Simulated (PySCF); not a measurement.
## Highest orbital energy against ionisation energy along group 14

Calculated with PySCF 2.14, no spin-orbit coupling. Each cell gives −ε(HOMO) / ΔSCF in eV; NIST values include spin-orbit coupling, (s) semi-empirical, (t) theoretical.

| species | UHF | LDA | PBE | PBE0 | r2SCAN | NIST (lowest levels) |
| --- | --- | --- | --- | --- | --- | --- |
| C+ (x2c-QZVPPall with one added diffuse shell each of s, p, d, f type, spin-free X2C) | 24.877 / 24.169 | 17.805 / 24.772 | 17.950 / 24.852 | 19.792 / 24.835 | 18.643 / 25.008 | 24.383 |
| Si+ (x2c-QZVPPall with one added diffuse shell each of s, p, d, f type, spin-free X2C) | 16.211 / 15.835 | 12.070 / 16.359 | 12.190 / 16.400 | 13.332 / 16.425 | 12.563 / 16.526 | 16.346 |
| Ge+ (x2c-QZVPPall with one added diffuse shell each of s, p, d, f type, spin-free X2C) | 15.583 / 15.257 | 11.713 / 15.907 | 11.705 / 15.777 | 12.825 / 15.808 | 12.090 / 15.984 | 15.935 |
| Sn+ (x2c-QZVPPall with one added diffuse shell each of s, p, d, f type, spin-free X2C) | 14.042 / 13.749 | 10.702 / 14.414 | 10.634 / 14.228 | 11.637 / 14.265 | 10.963 / 14.378 | 14.633 |

**Question.** How far is −ε(HOMO) from ΔSCF on average for each method, and why?

**Answer.** UHF 0.43 eV; LDA -4.79 eV; PBE -4.69 eV; PBE0 -3.44 eV; r2SCAN -4.41 eV. Hartree-Fock orbital energies lack relaxation and so exceed the ΔSCF value; semilocal functionals have convex E(N) from self-interaction, so their HOMO lies far too high; exact exchange moves hybrids part of the way back.
